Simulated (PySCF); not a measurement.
Si(Cl)(Me)(SiH3)2 (CH₉ClSi₃), SMILES C[Si]([SiH3])([SiH3])Cl.

The structure is a stationary point at PBE0-D3(BJ)/def2-SVP.

Level of theory: SMD-ωB97X/6-31G* in PySCF.

Solvation free energies are E(SMD) − E(gas) at the gas-phase geometry, for 1 M in both phases. In vacuum the dipole moment is 2.26 D.

```json
[
 {"solvent": "water", "ΔG(solv) (kcal/mol)": "2.2", "its non-electrostatic (CDS) part": "5.0", "dipole (D)": "3.06"},
 {"solvent": "acetone", "ΔG(solv) (kcal/mol)": "-3.4", "its non-electrostatic (CDS) part": "-0.7", "dipole (D)": "3.00"},
 {"solvent": "n-hexane", "ΔG(solv) (kcal/mol)": "-2.5", "its non-electrostatic (CDS) part": "-1.5", "dipole (D)": "2.52"}
]
```
